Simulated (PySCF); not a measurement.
B(OMe)(SH)2 (CH5BOS2), SMILES SB(S)OC. Atoms are numbered in the order given.

```xyz
10

B      0.1163    -0.1369     0.0000
O      1.1800     0.6946     0.0000
C      1.0541     2.0958     0.0000
H      0.5153     2.4490    -0.8952
H      0.5153     2.4490     0.8952
H      2.0628     2.5302     0.0000
S      0.3959    -1.9320     0.0000
H      1.7430    -1.8375     0.0000
S     -1.5815     0.5333     0.0000
H     -2.2118    -0.6591     0.0000
```
Charge 0, spin multiplicity 1.

Geometry: PBE0-D3(BJ)/def2-SVP. This is a generated structure with no PubChem entry under its InChIKey; it may be hypothetical. One conformer was computed; it need not be the lowest.

Two levels are set side by side: PBE/pcSseg-1 (PySCF) and PBE0/pcSseg-1 (PySCF). GIAO shifts against BF3 (¹¹B), H2O (¹⁷O), H2S (³³S), TMS (¹H), TMS (¹³C) at the same level; non-relativistic, no solvent, atoms listed together averaged. Differences are taken from unrounded values.

| quantity | PBE0 |
|---|---|
| δ(¹¹B) of B1 (ppm) | 32.6 |
| δ(¹⁷O) of O2 (ppm) | 141.3 |
| δ(¹³C) of C3 (ppm) | 57.2 |

### Question
What does PBE give, and how far is it from PBE0? (The exact figures need the calculation; the answer reports its results.)

### Answer

```json
[
 {"quantity": "δ(¹¹B) of B1 (ppm)", "PBE": "31.0", "PBE minus PBE0": "-1.6"},
 {"quantity": "δ(¹⁷O) of O2 (ppm)", "PBE": "156.0", "PBE minus PBE0": "14.7"},
 {"quantity": "δ(¹³C) of C3 (ppm)", "PBE": "58.7", "PBE minus PBE0": "1.5"}
]
```

Rough cost on one machine, each run with all the roots and properties that it gave: PBE0 against PBE within a factor of 2.
